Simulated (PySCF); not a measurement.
## Excitation energies in several basis sets

Species: C₃H₈O₂Si.
Bonds: C1–C2 (double), C2–C3, C2–Si4, Si4–O5, Si4–O6. Hydrogens: H7, H8 on C1; H9, H10, H11 on C3; H12 on Si4; H13 on O5; H14 on O6.

TDDFT with PBE0 (PySCF), vertical singlets, core orbitals frozen in the response, spherical d and f functions. Geometry: PBE0-D3(BJ)/def2-SVP, one conformer, isolated molecule.

**Question.** How do the low singlets change with the basis? Take 6-31G*, def2-SVP, 6-31+G*, def2-SVPD, aug-cc-pVDZ and def2-TZVP.

**Answer.** 

| basis | functions | diffuse | S1 (eV) | S2 (eV) | S3 (eV) | S4 (eV) | S5 (eV) | LUMO (eV) | α (au) |
| --- | --- | --- | --- | --- | --- | --- | --- | --- | --- |
| 6-31G* | 104 | no | 6.69 | 7.21 | 7.62 | 7.80 | 8.10 | 0.25 | 56.9 |
| def2-SVP | 128 | no | 6.57 | 7.17 | 7.70 | 7.75 | 7.99 | 0.03 | 58.8 |
| 6-31+G* | 128 | yes | 6.38 | 6.51 | 6.71 | 7.02 | 7.14 | -0.39 | 65.9 |
| def2-SVPD | 194 | yes | 6.43 | 6.69 | 6.99 | 7.37 | 7.41 | -0.35 | 70.4 |
| aug-cc-pVDZ | 214 | yes | 6.28 | 6.41 | 6.67 | 6.77 | 7.00 | -0.49 | 72.1 |
| def2-TZVP | 240 | no | 6.41 | 6.80 | 7.25 | 7.57 | 7.74 | -0.26 | 67.0 |

States are compared by their number. Against the largest diffuse basis here (aug-cc-pVDZ, itself not a converged limit), sets without diffuse functions differ by up to 0.40 eV in S1 and 1.10 eV in S5; the smaller diffuse sets differ by up to 0.14 and 0.41 eV. S1 is led by HOMO-1→LUMO (92%) in 6-31G* and by HOMO→LUMO (54%) in aug-cc-pVDZ. S1 is led by HOMO-1→LUMO (91%) in def2-SVP and by HOMO→LUMO (54%) in aug-cc-pVDZ. State by state, the largest deviation of a set without diffuse functions is S1 0.40, S2 0.79, S3 1.02, S4 1.04, S5 1.10 eV. The same number needn't mean the same state in each row. Against aug-cc-pVDZ the polarisability deviates by -21% in 6-31G*, -18% in def2-SVP, -9% in 6-31+G*, -2% in def2-SVPD, -7% in def2-TZVP. A single + in a Pople set puts diffuse functions on heavy atoms only.
